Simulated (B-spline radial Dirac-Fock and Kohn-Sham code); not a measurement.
# Diagram lines of Ni²⁺

System: the Ni²⁺ ion, configuration [Ar] 3d7 4p1 (not the ground configuration).

The computed values come from a radial finite-basis atomic code: Dirac-Fock energy differences between relaxed states, corrected for Breit and QED terms. A line energy is the difference of two single-hole energies; the list is a selection of electric-dipole transitions between resolved j subshells. Electron correlation is not included.

```tsv
line	energy (keV)	wavelength (Å)
K-M3	8.2651	1.5001
K-M2	8.2629	1.5005
K-L3	7.4759	1.6584
K-L2	7.4589	1.6622
L1-M3	0.9471	13.092
L1-M2	0.9448	13.122
L2-M1	0.7594	16.327
L3-M1	0.7423	16.703
```
